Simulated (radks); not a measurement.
The numbers below are computed, except where a source is named.
Species: Se. Configuration: [Ar] 3d10 4s2 4p(up 2.75, down 1.25) (fractional occupations, a model configuration). Level of theory: scalar-relativistic Kohn-Sham, r2SCAN, spin-polarised, spherical densities, finite nucleus; meta-GGA in the generalised Kohn-Sham scheme; Fermi nuclear charge, rms radius 4.14 fm (a radial shooting solver on a logarithmic mesh with Libxc functionals).

Normalised radial functions P(r) = r R(r), r in bohr:

```
   r/bohr * 3d down, o 4p up (the largest magnitude, 1.25, reaches the edge; | marks zero, & curves that meet)
 0.002553                             &
  0.00335                             &
 0.004398                             &
 0.005772                             &
 0.007638                             &
  0.01002                             &
  0.01316                             &
  0.01727                             *o
  0.02267                             *o
  0.02976                             *o
  0.03906                             |*o
  0.05127                             |* o
  0.06729                             | *o
  0.08833                             |   &
   0.1169                             |   o *
   0.1534                             |  o      *
   0.2014                             o              *
   0.2643                          o  |                    *
   0.3469                       o     |                        *
   0.4554                      o      |                          *
   0.5977                         o   |                        *
   0.7845                             |o                  *
     1.03                             |       o    *
    1.352                             |      *     o
    1.774                             |  *           o
    2.347                             |*            o
    3.081                             *         o
    4.044                             *     o
    5.309                             * o
    6.968                             *o
```

3d down: eigenvalue -54.062 eV, 0 radial nodes, <r> = 0.629 bohr, 90 % of the charge inside 1.04 bohr. 4p up: eigenvalue -7.358 eV, 2 radial nodes at r = 0.208, 0.739 bohr, <r> = 2.26 bohr, 90 % of the charge inside 3.49 bohr.
